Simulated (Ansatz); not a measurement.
```yaml
crystal:
  periodic: [false, false, false]
  atoms:
    - {symbol: Ge, position_ang: [0.265529, -0.879344, 1.312302]}
    - {symbol: Ge, position_ang: [0.253111, 1.649399, -1.256682]}
    - {symbol: Ge, position_ang: [-1.668071, 0.412764, -0.081608]}
    - {symbol: Te, position_ang: [1.992941, 0.963992, 0.732348]}
    - {symbol: Te, position_ang: [-0.843510, -2.146821, -0.706359]}
basis:
  gaussian: {orbitals: def2-TZVP, initial_orbitals: start.molden}
magnetization: {spin_polarized: true, initial_magnetization: 4}
hamiltonian: {xc: {name: wB97M-V}}
scf: {omitted_lower_state_checks: [starts]}
output: {orbitals: {seedname: orbitals}}
```

The file start.molden holds the orbitals of an earlier run on this structure, at another level or in another basis.

```sh
$ ansatz run in.yaml --threads 4 --pin off --events-out ev --progress --plain --max-ram 4787MiB
```

Does this run fit into the memory that it is given?

No. It has 244 basis functions, and Ansatz plans for 6 GiB where 5 GiB are given.
